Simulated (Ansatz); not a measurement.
`[CH3][Al]([SiH3])[O][SiH3]`. The species carries charge 0 and has multiplicity 1.

| atom | x (Å) | y (Å) | z (Å) |
| --- | --- | --- | --- |
| C1 | 2.309 | -0.102 | -0.990 |
| Al2 | 0.575 | -0.168 | -0.114 |
| Si3 | -0.085 | -1.762 | 1.633 |
| O4 | -0.610 | 0.951 | -0.568 |
| Si5 | -2.028 | 1.740 | -0.622 |
| H6 | 2.325 | 0.610 | -1.819 |
| H7 | 2.596 | -1.085 | -1.375 |
| H8 | 3.089 | 0.192 | -0.279 |
| H9 | -0.684 | -1.064 | 2.808 |
| H10 | -1.113 | -2.714 | 1.121 |
| H11 | 1.060 | -2.577 | 2.132 |
| H12 | -3.023 | 1.111 | 0.291 |
| H13 | -2.572 | 1.711 | -2.006 |
| H14 | -1.838 | 3.157 | -0.211 |

Task: Give the diagnostics of a CCSD(T)/def2-TZVPP run (frozen core, Ansatz 0.2.0). (Estimate.)

Result: Ansatz gave: T1 = 0.0123, largest single amplitude 0.019, largest double 0.023, (T) share of the correlation energy 3.3 %, 9 CCSD cycles. The RHF solution is stable towards an unrestricted one. T1 lies under the customary mark of 0.02 for closed shells.
